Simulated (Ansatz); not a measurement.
Geometry optimisation, RKS PBE-D4/cc-pVDZ (Ansatz 0.2.0).

Input file:

```yaml
crystal:
  periodic: [false, false, false]
  atoms:
    - { symbol: Si, position_ang: [0.0, 0.0, 0.0] }
    - { symbol: C, position_ang: [0.0, 0.0, 1.87] }
    - { symbol: H, position_ang: [-0.9996, -0.3092, 2.2405] }
    - { symbol: H, position_ang: [0.7676, -0.7111, 2.2405] }
    - { symbol: H, position_ang: [0.232, 1.0203, 2.2405] }
    - { symbol: O, position_ang: [1.5842, 0.0, -0.5594] }
    - { symbol: Si, position_ang: [2.4906, -1.3762, -0.8866] }
    - { symbol: H, position_ang: [1.6598, -2.3521, -1.5857] }
    - { symbol: H, position_ang: [3.6318, -1.0202, -1.7249] }
    - { symbol: H, position_ang: [2.9691, -1.9538, 0.366] }
    - { symbol: H, position_ang: [-0.6877, 1.1914, -0.4862] }
    - { symbol: H, position_ang: [-0.6877, -1.1914, -0.4862] }
basis:
  gaussian: { orbitals: cc-pVDZ }
hamiltonian:
  xc: pbe
  dispersion: d4
relax:
  f_tol: 0.02
  max_steps: 40
```

Command:

```bash
$ ansatz run input.yaml --threads 2 --pin off --max-ram 3072MiB --backend cpu --events-out ev --progress --plain --runs-dir out
```

**Question.** Where does it end, and by what steps?

**Answer.** The forces met the threshold. The force dipped under the threshold on the way, but the program's further checks kept it going. After 11 steps the energy has fallen by 0.194 eV; H5 moved furthest, 0.47 Å.

```tsv
step	energy less start (eV)	largest force component (eV/Å)	accepted
0	0.0000	0.836	yes
1	-0.1507	0.299	yes
2	-0.1788	0.152	yes
3	-0.1904	0.077	yes
4	-0.1926	0.023	yes
5	-0.1929	0.109	yes
6	-0.1935	0.029	yes
7	-0.1937	0.004	yes
8	-0.1940	0.031	yes
9	-0.1942	0.033	yes
10	-0.1943	0.024	yes
11	-0.1945	0.011	yes
```

```xyz
12
Properties=species:S:1:pos:R:3
Si -0.121 -0.008 -0.008
C 0.003 -0.041 1.874
H -1.004 0.075 2.325
H 0.431 -1.000 2.230
H 0.645 0.786 2.240
O 1.423 -0.113 -0.724
Si 2.558 -1.362 -0.891
H 1.924 -2.581 -1.522
H 3.662 -0.841 -1.772
H 3.126 -1.756 0.455
H -0.707 1.296 -0.488
H -0.980 -1.158 -0.491
```

Whether the end is a true minimum wasn't checked by a vibrational analysis.

The run took 22 s on 2 threads of Arm Neoverse V2, with other jobs on the host, peak memory 0.15 GiB.
